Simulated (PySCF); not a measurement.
# Bond lengths and vibrations by method: AlBClF

Calculated results; nothing here was measured. They come from PySCF 2.14.0, an open-source quantum chemistry program, on an isolated molecule that a program drew, which may never have been made. The molecule is AlBClF (charge 0, singlet), drawn as the SMILES string `F[B]([Al])Cl`.

The geometry was optimised and harmonic frequencies were computed with HF and MP2, all in the cc-pV(D+d)Z basis, for the commonest isotopes, with a restricted reference for singlets and an unrestricted one otherwise, and a frozen core in MP2. Each result is a local minimum of its method.

Geometry at the HF minimum:
```xyz
4
AlBClF, angstrom
F    -2.5913    0.7342   -0.6187
B    -2.3992    0.2735    0.6121
Al   -3.2316    1.0740    2.5577
Cl   -1.3325   -1.1740    0.6881
```

Lengths of the bonds as drawn, in Å (atoms numbered as above):
```
bond,HF,MP2
F1-B2,1.328,1.344
B2-Al3,2.263,2.256
B2-Cl4,1.800,1.796
```

Rotational constants, in GHz:
```
constant,HF,MP2
A,6.268,5.875
B,2.696,2.852
C,1.885,1.92
```

Harmonic frequencies in cm^-1, each column in rising order, so a row needn't be the same motion in every method:
| rank | HF | MP2 |
|---|---|---|
| 1 | 98 | 73 |
| 2 | 291 | 285 |
| 3 | 328 | 301 |
| 4 | 446 | 438 |
| 5 | 848 | ? |
| 6 | 1277 | 1242 |

**Estimate the missing MP2 frequency from the HF column.**

A single factor s that minimises the squared misfit of MP2 against s times HF over the other rows is sum(HF x MP2) / sum(HF^2) = 0.9698, with an rms misfit of 13 cm^-1. For rank 5 it gives 0.9698 x 848 = 822 cm^-1. The calculation gives 831 cm^-1, 9 cm^-1 above the estimate. The drawn bonds are on average 0.2 % longer in MP2 than in HF.
